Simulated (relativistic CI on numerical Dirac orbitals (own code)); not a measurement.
**Rh+: L2,3 absorption edge**

Computed with this model: Dirac-Coulomb-Breit CI, KLI orbitals optimised for each configuration, model QED (radiative potential, 1s self-energy scaled to tabulated hydrogen-like ionisation energies), valence Slater integrals scaled by 0.8, multiplet model of core-to-valence dipole absorption; configurations [Kr] 4d8 → [He] 2s2 2p5 3s2 3p6 3d10 4s2 4p6 4d9; 10 K; Lorentzian 1.6 eV and Gaussian 0.5 eV FWHM. Energies are those of the free ion, without screening or charge transfer. The branching ratio is the share of the lower-energy edge in the whole absorption, uncertain by about 0.02 where the edges overlap. S is read from ⟨S²⟩ = S(S + 1).

Field parameters in Wybourne normalisation: D3d B²₀ = −7Dσ, B⁴₀ = −14Dq − 21Dτ, B⁴₃ = −14√(10/7) Dq; D4h B²₀ = −7Ds, B⁴₀ = 21(Dq − Dt), B⁴₄ = 21√(5/14) Dq; Oh B⁴₀ = 21Dq, B⁴₄ = √(5/14) B⁴₀; Td as Oh with Dq negative (B⁴₀ = 21Dq, B⁴₄ = √(5/14) B⁴₀). The field is a parameter set, without covalency.

Case free ion, the dichroism is that of the ground state at zero temperature, magnetised by exchange field 10 meV on Sz. The dichroism I(Δm = −1) − I(Δm = +1), over the sum of the three polarisations, integrates to -0.6937 on the lower edge and -0.0563 on the upper edge. The branching ratio is 0.944.

(1) Use the orbital sum rule with 2 holes to get ⟨Lz⟩.

## Answers

(1) For a p → d edge ⟨Lz⟩ = 2 × n_h × (sum of both integrals) in this sign convention = -3.00; the ground state itself has ⟨Lz⟩ = -3.01 and ⟨Sz⟩ = -0.99. The rule assumes one radial integral for both edges, which relativistic orbitals only approach.
